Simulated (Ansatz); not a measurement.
Geometry optimisation, RKS PBE-D4/def2-SVP (Ansatz 0.2.0).

Input file:

```yaml
crystal:
  periodic: [false, false, false]
  atoms:
    - { symbol: Si, position_ang: [0.0, 0.0, 0.0] }
    - { symbol: C, position_ang: [0.0, 0.0, 1.87] }
    - { symbol: H, position_ang: [-0.9996, -0.3092, 2.2405] }
    - { symbol: H, position_ang: [0.7676, -0.7111, 2.2405] }
    - { symbol: H, position_ang: [0.232, 1.0203, 2.2405] }
    - { symbol: F, position_ang: [1.4994, 0.0, -0.5295] }
    - { symbol: F, position_ang: [-0.7489, 1.2974, -0.5295] }
    - { symbol: H, position_ang: [-0.6877, -1.1914, -0.4862] }
basis:
  gaussian: { orbitals: def2-SVP }
hamiltonian:
  xc: pbe
  dispersion: d4
relax:
  f_tol: 0.02
  max_steps: 40
```

Run as:

```bash
$ ansatz run input.yaml --threads 1 --pin off --max-ram 2048MiB --backend cpu --events-out ev --progress --plain --runs-dir out
```

Task: Where does it end, and by what steps?

Result: It converged. The force dipped under the threshold on the way, but the program's further checks kept it going. After 7 steps the energy has fallen by 0.114 eV; H3 moved furthest, 0.22 Å.

```json
{"step": "0", "energy less start (eV)": "0.0000", "largest force component (eV/Å)": "1.843", "accepted": "yes"}
{"step": "1", "energy less start (eV)": "-0.0799", "largest force component (eV/Å)": "0.936", "accepted": "yes"}
{"step": "2", "energy less start (eV)": "-0.1080", "largest force component (eV/Å)": "0.138", "accepted": "yes"}
{"step": "3", "energy less start (eV)": "-0.1100", "largest force component (eV/Å)": "0.056", "accepted": "yes"}
{"step": "4", "energy less start (eV)": "-0.1128", "largest force component (eV/Å)": "0.012", "accepted": "yes"}
{"step": "5", "energy less start (eV)": "-0.1135", "largest force component (eV/Å)": "0.068", "accepted": "yes"}
{"step": "6", "energy less start (eV)": "-0.1119", "largest force component (eV/Å)": "0.184", "accepted": "no"}
{"step": "7", "energy less start (eV)": "-0.1138", "largest force component (eV/Å)": "0.002", "accepted": "yes"}
```

```xyz
8
Properties=species:S:1:pos:R:3
Si -0.013 -0.032 0.022
C 0.003 0.002 1.879
H -1.026 -0.091 2.282
H 0.610 -0.835 2.282
H 0.436 0.953 2.248
F 1.507 0.156 -0.543
F -0.880 1.231 -0.541
H -0.575 -1.278 -0.583
```

Whether the end is a true minimum wasn't checked by a vibrational analysis.

Time of the run: 30 s on 1 thread of Arm Neoverse N1 (shared host), peak memory 0.14 GiB.
